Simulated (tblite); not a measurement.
Compound: C5H5BOS.
Atom-mapped SMILES: `[BH2:1][CH2:2][c:3]1[cH:4][c:5](=[S:6])[c:7]1=[O:8]` (hydrogens: H9, H10 on B1; H11, H12 on C2; H13 on C4)

Computed with GFN2-xTB (tblite), gas phase: L-BFGS steps from a force-field or distance-geometry start until the largest atomic force falls under 0.01 eV/Å.

Step 39: E = -590.3845 eV
```
atom  x, y, z in Å  |  force x, y, z in eV/Å
B1     -1.8710    1.0085   -0.4270    0.017   0.011  -0.025
C2     -1.3121   -0.3526    0.1505   -0.054  -0.025  -0.006
C3      0.1482   -0.3833    0.1472    0.011  -0.066  -0.027
C4      1.1016   -0.9220   -0.6695    0.066  -0.013  -0.001
C5      2.2162   -0.3209    0.0466   -0.024   0.103  -0.039
S6      3.8144   -0.2322   -0.1468    0.079  -0.055   0.004
C7      1.1898    0.3080    0.9772   -0.029  -0.051  -0.070
O8      1.1797    1.0529    1.9056    0.056   0.069   0.147
H9     -2.9362    1.0253   -0.8940   -0.078   0.030   0.023
H10    -1.2037    1.9628   -0.3865   -0.029   0.053  -0.014
H11    -1.7125   -1.2276   -0.3578   -0.054  -0.065  -0.063
H12    -1.6727   -0.3798    1.1836   -0.014   0.049   0.067
H13     1.0541   -1.5386   -1.5470    0.051  -0.039   0.002
```

Step 40: E = -590.3858 eV
```
atom  x, y, z in Å  |  force x, y, z in eV/Å
B1     -1.8692    1.0159   -0.4213   -0.099   0.086  -0.075
C2     -1.3114   -0.3525    0.1376   -0.028  -0.051   0.027
C3      0.1494   -0.3943    0.1449    0.038  -0.046  -0.057
C4      1.1105   -0.9347   -0.6625    0.079  -0.031   0.010
C5      2.2209   -0.3282    0.0580   -0.044   0.146  -0.079
S6      3.8184   -0.2146   -0.1439   -0.005  -0.073   0.027
C7      1.1837    0.3059    0.9750   -0.005  -0.018   0.015
O8      1.1632    1.0644    1.8933    0.066   0.029   0.097
H9     -2.9710    1.0495   -0.8192    0.136   0.039   0.085
H10    -1.1765    1.9591   -0.4280   -0.121  -0.047  -0.026
H11    -1.7131   -1.2215   -0.3802   -0.062  -0.055  -0.084
H12    -1.6817   -0.3948    1.1679    0.003   0.059   0.051
H13     1.0727   -1.5536   -1.5391    0.042  -0.036   0.010
```

Step 41: E = -590.3882 eV
```
atom  x, y, z in Å  |  force x, y, z in eV/Å
B1     -1.8696    1.0143   -0.4255   -0.053   0.014  -0.017
C2     -1.3138   -0.3534    0.1410    0.009  -0.052   0.010
C3      0.1486   -0.3923    0.1448    0.036  -0.027  -0.039
C4      1.1097   -0.9298   -0.6649    0.054  -0.032   0.009
C5      2.2207   -0.3224    0.0535   -0.056   0.115  -0.070
S6      3.8195   -0.2224   -0.1452   -0.007  -0.059   0.027
C7      1.1848    0.3078    0.9748    0.003  -0.013   0.011
O8      1.1695    1.0598    1.8986    0.046   0.017   0.078
H9     -2.9612    1.0454   -0.8372    0.023   0.031   0.042
H10    -1.1869    1.9606   -0.4168   -0.056   0.007  -0.027
H11    -1.7150   -1.2258   -0.3735   -0.052  -0.029  -0.065
H12    -1.6821   -0.3901    1.1727    0.012   0.058   0.030
H13     1.0717   -1.5513   -1.5400    0.040  -0.030   0.011
```

Step 42: E = -590.3908 eV
```
atom  x, y, z in Å  |  force x, y, z in eV/Å
B1     -1.8704    1.0157   -0.4288   -0.007  -0.054   0.056
C2     -1.3170   -0.3561    0.1389    0.061  -0.044  -0.011
C3      0.1483   -0.3949    0.1428    0.030   0.010  -0.013
C4      1.1143   -0.9294   -0.6648    0.002  -0.030   0.010
C5      2.2222   -0.3151    0.0512   -0.050   0.074  -0.058
S6      3.8230   -0.2265   -0.1456   -0.051  -0.040   0.039
C7      1.1835    0.3104    0.9737    0.018   0.022   0.029
O8      1.1706    1.0588    1.9014    0.017  -0.034   0.016
H9     -2.9656    1.0538   -0.8226   -0.037   0.020   0.006
H10    -1.1879    1.9610   -0.4228   -0.026   0.015  -0.032
H11    -1.7188   -1.2303   -0.3761   -0.029   0.027  -0.035
H12    -1.6886   -0.3901    1.1712    0.042   0.053  -0.021
H13     1.0822   -1.5568   -1.5362    0.031  -0.020   0.014
```

**Question.** Estimate the geometry and energy of step 43. (The exact step hangs on the optimiser's Hessian estimate; all steps are aligned on step 42, rigid shifts and turns removed.)

**Answer.** E = -590.3923 eV, largest force 0.108 eV/Å
```
atom  x, y, z in Å  |  force x, y, z in eV/Å
B1     -1.8707    1.0173   -0.4291   -0.021  -0.071   0.078
C2     -1.3174   -0.3582    0.1348    0.069  -0.026  -0.025
C3      0.1491   -0.3988    0.1409    0.011   0.028   0.003
C4      1.1190   -0.9328   -0.6629   -0.026  -0.021   0.005
C5      2.2230   -0.3112    0.0513   -0.028   0.045  -0.040
S6      3.8245   -0.2261   -0.1449   -0.063  -0.026   0.044
C7      1.1817    0.3111    0.9732    0.018   0.045   0.024
O8      1.1671    1.0602    1.9009    0.006  -0.061  -0.011
H9     -2.9754    1.0644   -0.7975   -0.010   0.007   0.006
H10    -1.1847    1.9602   -0.4358   -0.020   0.004  -0.036
H11    -1.7213   -1.2308   -0.3833   -0.013   0.052  -0.014
H12    -1.6925   -0.3915    1.1669    0.058   0.043  -0.048
H13     1.0933   -1.5634   -1.5322    0.020  -0.020   0.012
```

The energy changes by -0.0015 eV. The first-order estimate −F·Δx gives -0.0019 eV and the mean of the old and new forces, exact on a quadratic surface, -0.0014 eV. The step makes an angle of 76° with the force vector and moves no atom by more than 0.029 Å.

The cost below is that of the whole relaxation. Hardware: one thread of an Arm Neoverse V1, shared host with 32 logical CPUs at a one-minute load of 29. Cost: 0.58 s of wall time.
